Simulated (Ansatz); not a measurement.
All values below come from B3LYP-D3(BJ)/def2-TZVP (Ansatz, an electronic-structure program). No frequencies were computed at this level.

Ansatz 0.2 input:
```yaml
crystal:
  periodic: [false, false, false]
  atoms:
    - { symbol: Cl, position_ang: [1.959088, -0.057788, -0.034206] }
    - { symbol: Ge, position_ang: [-0.124939, 0.003921, 0.001981] }
    - { symbol: H, position_ang: [-0.57334, 1.425266, -0.166488] }
    - { symbol: H, position_ang: [-0.656544, -0.838599, -1.119264] }
    - { symbol: H, position_ang: [-0.604264, -0.5328, 1.317978] }
basis:
  gaussian: { orbitals: def2-tzvp }
hamiltonian:
  xc: b3lyp
  dispersion: d3bj
relax:
  max_steps: 150
```

Output:

```
Functional definition: B3LYP
784 factors; their error is unknown
mean field evaluation 1: about -69091.9176 eV, gradient 2.2e1 eV
mean field evaluation 2: about -69092.0446 eV, gradient 2.4e1 eV
mean field evaluation 4: about -69092.5070 eV, gradient 6.5e-1 eV
mean field evaluation 8: about -69092.7513 eV, gradient 1.0e-1 eV
mean field -69092.75129395 eV, -2539.1117773039 hartree, gradient 7.5e-5 eV, S^2 0.000000; 0 other end points of the search recorded, 0 dependent functions left out
reference -69092.75152682 eV, -2539.1117858617 hartree; 26, 26 occupied and 77, 77 virtual orbitals, 784 factors
relax step   1: F+E_penalty+E_count = -69092.90236330 eV  Δ(F+E_penalty+E_count) = +0.000e0 eV  max|allowed force component| = 1.599e0 eV/Å  Δτ_max = 0.0000 Å  (23 SCF iters, accepted)
these checks for a lower state are left out or cut short: starts, cluster_reference, orbital_swaps, neighbouring_geometries, increment
784 factors; their error is unknown
mean field evaluation 16: about -69092.6128 eV, gradient 3.2e-2 eV
mean field -69092.85737459 eV, -2539.1156756954 hartree, gradient 4.5e-5 eV, S^2 0.000000; 0 other end points of the search recorded, 0 dependent functions left out
reference -69092.85760988 eV, -2539.1156843420 hartree; 26, 26 occupied and 77, 77 virtual orbitals, 784 factors
relax step   2: F+E_penalty+E_count = -69093.00656475 eV  Δ(F+E_penalty+E_count) = -1.042e-1 eV  max|allowed force component| = 1.084e-1 eV/Å  Δτ_max = 0.0466 Å  (24 SCF iters, accepted)
these checks for a lower state are left out or cut short: starts, cluster_reference, orbital_swaps, neighbouring_geometries, increment
784 factors; their error is unknown
mean field -69092.85833984 eV, -2539.1157111678 hartree, gradient 3.8e-5 eV, S^2 0.000000; 0 other end points of the search recorded, 0 dependent functions left out
reference -69092.85857542 eV, -2539.1157198250 hartree; 26, 26 occupied and 77, 77 virtual orbitals, 784 factors
relax step   3: F+E_penalty+E_count = -69093.00746344 eV  Δ(F+E_penalty+E_count) = -8.987e-4 eV  max|allowed force component| = 3.287e-2 eV/Å  Δτ_max = 0.0075 Å  (25 SCF iters, accepted)
these checks for a lower state are left out or cut short: starts, cluster_reference, orbital_swaps, neighbouring_geometries, increment
784 factors; their error is unknown
mean field -69092.85851875 eV, -2539.1157177424 hartree, gradient 4.3e-5 eV, S^2 0.000000; 0 other end points of the search recorded, 0 dependent functions left out
reference -69092.85875432 eV, -2539.1157263994 hartree; 26, 26 occupied and 77, 77 virtual orbitals, 784 factors
relax step   4: F+E_penalty+E_count = -69093.00755048 eV  Δ(F+E_penalty+E_count) = -8.704e-5 eV  max|allowed force component| = 4.686e-3 eV/Å  Δτ_max = 0.0036 Å  (19 SCF iters, accepted)
784 factors; their error is unknown
mean field evaluation 32: about -69091.9479 eV, gradient 2.6e1 eV
mean field -69092.85851875 eV, -2539.1157177424 hartree, gradient 4.3e-5 eV, S^2 0.000000; 1 other end points of the search recorded, 0 dependent functions left out
reference -69092.85875432 eV, -2539.1157263994 hartree; 26, 26 occupied and 77, 77 virtual orbitals, 784 factors
Total energy: -69093.00778605 eV, -2539.1212032145 hartree
Atom 0 at     2.008349    -0.059048    -0.035331 Å, force     0.000454    -0.000042     0.000017 eV/Å
Atom 1 at    -0.165173     0.004845     0.002918 Å, force    -0.004686     0.000512    -0.000279 eV/Å
Atom 2 at    -0.574884     1.471819    -0.172364 Å, force     0.001405    -0.002102     0.000271 eV/Å
Atom 3 at    -0.660940    -0.866739    -1.156874 Å, force     0.001481     0.001060     0.001528 eV/Å
Atom 4 at    -0.607350    -0.550878     1.361652 Å, force     0.001346     0.000572    -0.001537 eV/Å
Dipole moment:    -0.421720     0.012392     0.007432 e Å
```

Cost: roughly 9 core-seconds.
